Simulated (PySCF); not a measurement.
C$_{2}$H$_{7}$O (SMILES C[OH+]C), charge +1, singlet, at a GFN2-xTB geometry. Base run: PySCF with PBE0/6-31G*.

Here is a job for PySCF.
```python
from pyscf import gto, scf, dft

mol = gto.Mole()
mol.atom = '''
    C     1.10967298    0.54922356    0.04860559
    O     0.03350020   -0.26768774   -0.47828916
    C    -1.16420259   -0.25473849    0.33929896
    H     1.40258613    0.23749568    1.05185818
    H     0.76404907    1.58231963    0.06944989
    H     1.95603381    0.47188039   -0.63243928
    H     0.34834441   -1.19130007   -0.56990702
    H    -1.90557419   -0.89344774   -0.13876942
    H    -1.53957651    0.76783903    0.36394651
    H    -0.96668669   -0.60019546    1.35474718
'''
mol.basis = '6-31g*'
mol.charge = 1
mol.verbose = 5
mol.build()

mf = dft.RKS(mol)
mf.xc = 'pbe0'
mf.kernel()
mo_i, mo_e, stable_i, stable_e = mf.stability(internal=True, external=True, return_status=True, nroots=6, tol=1e-6)
print('internally stable:', stable_i, ' externally stable:', stable_e)
if not stable_e:
    umf = mf.to_uhf() if not hasattr(mf, 'xc') else mf.to_uks()
    umf.scf_summary = {}
    umf.kernel(umf.make_rdm1(mo_e, umf.mo_occ))
mf.analyze()
```

The bond that is stretched is that between atoms 8 and 3. A test that says stable can miss a lower solution.

Each row names what was changed in the base input (with any setting that the change needs).

| change | ΔE vs base (kcal/mol) | <S^2> | E after following the instability (Eh) | <S^2> there | HOMO-LUMO gap (eV) | stability test says |
|---|---|---|---|---|---|---|
| base | 0.000 | 0.000 | - | - | 11.16 | stable |
| bond × 1.25 | 18.66 | 0.000 | - | - | 10.93 | stable |
| bond × 1.5 | 50.15 | 0.000 | - | - | 9.44 | stable |
| bond × 1.8 | 85.3 | 0.000 | - | - | 6.70 | stable |
| bond × 2.2 | 121.4 | 0.000 | -154.95095 | 0.00 | 4.30 | external instability |
| bond × 3.0 | 161.0 | 0.000 | -154.88770 | 0.00 | 1.99 | external instability |

Where a bond breaks into two radicals, a solution with restricted orbitals usually stops being the lowest and lies too high; an unrestricted one lies lower at the price of spin contamination, which <S^2> shows.
